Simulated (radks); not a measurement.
Results of a calculation; reference values are marked as such.
Problem. The mean radii <r> (bohr) of the occupied orbitals of an atom or ion are listed with their occupations. Code: a radial shooting solver on a logarithmic mesh with Libxc functionals. Model: Dirac Kohn-Sham, BLYP, spin-unpolarised, spherical densities, point nucleus.

orbital  occ.     <r>
1s1/2       2  0.2706
2s1/2       2   1.464
2p1/2       1   1.503

Name the element and its charge. Open shells, if any, fill j = l - 1/2 first.

Solution. Z = 6, carbon, charge +1: C+ in [He] 2s2 2p1. The 1s radius gives Z: for a bare nucleus <r> = (2 gamma + 1)/(2Z) with gamma = sqrt(1 - (Z/c)^2), 0.2498 bohr for Z = 6, and screening makes it slightly larger (0.2706 here). The occupations add up to 5, and the charge is Z minus that.
